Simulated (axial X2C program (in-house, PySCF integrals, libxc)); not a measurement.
**AsSe⁻ along the bond: r2SCAN0, two-component**

Calculated with an axial X2C code built on PySCF integrals. Two-component (2c) means X2C with spin–orbit coupling and atomic mean-field two-electron Coulomb and Gaunt terms. Basis: Se dyall-acv3z [9s10p7d5f1g], As dyall-acv3z [10s10p7d5f1g] (cores contracted in-house); Gaussian nuclei, density fitting, unrestricted open shells. Masses: Se 79.917 u, As 74.922 u.

State: Ω = 1 (⟨Sz⟩ = 1.00, ⟨Lz⟩ = 0.00 at r2SCAN0). Dipoles are positive if As is the positive end and refer to the centre of mass.

Results along the bond:

| R (Å) | μ (D) | HOMO (eV) | LUMO (eV) |
| --- | --- | --- | --- |
| 1.964 | -0.740 | 0.53 | 3.47 |
| 2.054 | -0.389 | 0.31 | 3.31 |
| 2.122 | -0.123 | 0.15 | 3.17 |
| 2.189 | 0.144 | 0.00 | 3.04 |
| 2.257 | 0.410 | -0.15 | 2.90 |
| 2.336 | 0.719 | -0.32 | 2.75 |
| 2.415 | 1.023 | -0.46 | 2.60 |
| 2.517 | 1.405 | -0.63 | 2.43 |
| 2.641 | 1.856 | -0.78 | 2.23 |
| 2.821 | 2.472 | -0.88 | 2.01 |

One determinant describes the state; a PBE0 search over occupations chose it and may have missed a lower one. Density functionals use the spin component along the axis (collinear). PBE0 can misorder states that lie within some tenths of an eV, so this need not be the ground state of the molecule. The nearest other 2c determinant of the search, Ω = 0, lies 0.42 eV up at the distance of the search. With several unpaired electrons one determinant need not be a pure state. Open-shell Ω = 0 determinants with evenly filled partner blocks cannot be reached by this program, so the Ω shown need not be the lowest component. This is the Ω = 1 component of a π² triplet; the 0⁺ component is not one determinant and can lie lowest. The highest occupied level of some functionals is positive through self-interaction error; at Hartree–Fock it is bound. The LUMO of an anion is an unbound level whose energy the basis sets.
